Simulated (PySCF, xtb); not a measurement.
Mg(OH)(GeH3) (GeH4MgO), SMILES [OH][Mg][GeH3].

xtb with GFN2-xTB at its own geometry gives an orbital gap of 3.83 eV and a dipole moment of 1.46 D.

Geometry: PBE0-D3(BJ)/def2-TZVP. One conformer was computed; it need not be the lowest.

Problem. What does PBE/def2-TZVPD (PySCF) give? (An estimate is asked for; the answer gives what the named calculation found.)

Solution. gap 4.55 eV (levels -6.32 and -1.77 eV), dipole 0.84 D.
